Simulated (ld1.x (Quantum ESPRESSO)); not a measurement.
# Transferability test, PAW potential for boron (B)

* Element: B (Z = 5)
* Generator: ld1.x (Quantum ESPRESSO) 7.5
* Type: PAW
* Functional: PBE
* Relativity: non-relativistic
* Frozen core: none
* Valence charge: 5
* Reference configuration: 1s2 2s2 2p0 (charge +1)
* Partial waves: 1s (bound): rcut 0.50, rcutus 0.55 bohr; 2s (bound): rcut 0.50, rcutus 0.55 bohr; 2p (bound, empty): rcut 3.05, rcutus 3.70 bohr; 2p channel at 0.85 Ry: rcut 3.05, rcutus 3.70 bohr
* Local potential: all-electron potential smoothed inside 0.55 bohr (lloc = -1)
* Core correction: none
* Augmentation charge: GAUSS, radius 0.35 bohr

Energies are relative to the spin-unpolarised reference configuration 1s2 2s2 2p0; without spin polarisation the order of configurations can differ from experiment. Not all tests gave a result: 3 of 7 tests not solved or not reliable. Left out of the table: 1s2 2s2 2p1 (solver errors, printed error -4.6 eV); 1s2 2s1 2p2 (solver errors, printed error -31.1 eV); 1s1 2s2 2p1 (solver errors, printed error -75.4 eV).

| valence configuration | charge | ΔE all-electron (eV) | error AE − PS (meV) |
| --- | --- | --- | --- |
| 1s2 2s0 2p0 | +3 | 62.899 | -0.1 |
| 1s2 2s0 2p3 | 0 | 3.486 | -7709 |
| 1s2 2s2 2p0.5 | +0.5 | -5.333 | +2624 |

Q: What are ΔE and the potential's error for 1s2 2s1 2p0?

A: ΔE = 25.415 eV all-electron; the error (AE − PS) is 0.0 meV.

These tests converged, but a pseudo level misses the all-electron one widely, so the file describes the atom poorly there or has found another state: 1s2 2s0 2p3: 1s by 17.5 eV (a node warning on the way); 1s2 2s2 2p0.5: 2p by 16.3 eV.
